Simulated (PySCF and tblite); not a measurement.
Values are calculated unless marked as measured or tabulated.
C₆H₆O₂S, numbered as in [CH3:1][O:2][C:3](=[O:4])[c:5]1[cH:6][cH:7][cH:8][s:9]1.

Geometries GFN2-xTB; weights from B3LYP-D3(BJ)/def2-SVP (IEF-PCM, chloroform) energies and GFN2-xTB thermal corrections, with symmetry numbers and mirror pairs. Conformers within 3 kcal/mol (GFN2-xTB free energy) were kept, 10 at most. Programs: PySCF with density fitting and tblite.

Rotational constants are equilibrium values for the commonest isotopes; dipoles come from the energy level named and are polarised by its solvent model.

Torsions listed: C1–O2–C3–O4, O2–C3–C5–S9.

```csv
conformer,shape,symmetry,weight %
1,"0°, 0°",Cs,61.5
2,"0°, 180°",Cs,38.5
```

Sets of constants, in random order:

```json
{"set": "P", "A (MHz)": "3501", "B (MHz)": "936", "C (MHz)": "742", "abs μa (D)": "0.86", "abs μb (D)": "2.72", "abs μc (D)": "0.00"}
{"set": "Q", "A (MHz)": "3350", "B (MHz)": "984", "C (MHz)": "764", "abs μa (D)": "1.32", "abs μb (D)": "1.73", "abs μc (D)": "0.00"}
```

(1) Match each set to its conformer.

The minima are those of GFN2-xTB; planar forms about aryl–S or allylic bonds may be saddles in DFT.

## Answers

(1) P is conformer 2, Q is conformer 1.


Conformer gaps in def2-SVP on xTB geometries can be 2 kcal/mol too large for S=O, P=O and other polar bonds.